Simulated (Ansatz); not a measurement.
C2H3BF2O2 (`CC(=O)OB(F)F`), relaxed with RKS PBE0-D4/def2-TZVP in Ansatz 0.2.0 from a PBE-D4/def2-SVP geometry. The force threshold is 0.005 eV/Å; the program also tests the step.

Total charge 0; spin multiplicity 1.

Start:

```xyz
10

C    -1.119   -0.063    1.238
C    -0.572   -0.083   -0.162
O    -1.148   -0.432   -1.161
O     0.726    0.421   -0.185
B     1.627    0.175   -1.197
F     1.575   -0.900   -1.969
F     2.633    1.029   -1.344
H    -1.096    0.973    1.630
H    -0.475   -0.668    1.906
H    -2.152   -0.452    1.244
```

```json
{"step": "1", "energy (eV)": "-12324.3207", "largest force (eV/Å)": "1.246", "largest move (Å)": "0.000"}
{"step": "2", "energy (eV)": "-12324.3622", "largest force (eV/Å)": "0.234", "largest move (Å)": "0.021"}
{"step": "3 (rejected)", "energy (eV)": "-12324.3584", "largest force (eV/Å)": "0.359", "largest move (Å)": "0.033"}
{"step": "4", "energy (eV)": "-12324.3670", "largest force (eV/Å)": "0.124", "largest move (Å)": "0.016"}
{"step": "5 (rejected)", "energy (eV)": "-12324.3617", "largest force (eV/Å)": "0.639", "largest move (Å)": "0.013"}
{"step": "6", "energy (eV)": "-12324.3673", "largest force (eV/Å)": "0.051", "largest move (Å)": "0.007"}
{"step": "7", "energy (eV)": "-12324.3674", "largest force (eV/Å)": "0.019", "largest move (Å)": "0.009"}
{"step": "8", "energy (eV)": "-12324.3675", "largest force (eV/Å)": "0.016", "largest move (Å)": "0.016"}
{"step": "9", "energy (eV)": "-12324.3675", "largest force (eV/Å)": "0.022", "largest move (Å)": "0.019"}
{"step": "10", "energy (eV)": "-12324.3675", "largest force (eV/Å)": "0.025", "largest move (Å)": "0.011"}
{"step": "11", "energy (eV)": "-12324.3676", "largest force (eV/Å)": "0.006", "largest move (Å)": "0.012"}
{"step": "12", "energy (eV)": "-12324.3676", "largest force (eV/Å)": "0.005", "largest move (Å)": "0.001"}
{"step": "13", "energy (eV)": "-12324.3676", "largest force (eV/Å)": "0.007", "largest move (Å)": "0.003"}
{"step": "14 (rejected)", "energy (eV)": "-12324.3676", "largest force (eV/Å)": "0.034", "largest move (Å)": "0.003"}
{"step": "15", "energy (eV)": "-12324.3676", "largest force (eV/Å)": "0.003", "largest move (Å)": "0.001"}
{"step": "16", "energy (eV)": "-12324.3676", "largest force (eV/Å)": "0.005", "largest move (Å)": "0.006"}
{"step": "17 (rejected)", "energy (eV)": "-12324.2561", "largest force (eV/Å)": "1.887", "largest move (Å)": "0.035"}
{"step": "18", "energy (eV)": "-12324.3676", "largest force (eV/Å)": "0.003", "largest move (Å)": "0.003"}
```

End:

```xyz
10

C    -1.105   -0.065    1.227
C    -0.576   -0.066   -0.167
O    -1.148   -0.426   -1.147
O     0.693    0.461   -0.211
B     1.609    0.178   -1.183
F     1.582   -0.921   -1.900
F     2.607    1.019   -1.343
H    -1.063    0.947    1.633
H    -0.472   -0.691    1.859
H    -2.126   -0.435    1.233
```

Hardware: 4 threads of a server CPU on a shared host. Wall time 2.1 min, peak host memory 0.65 GiB.
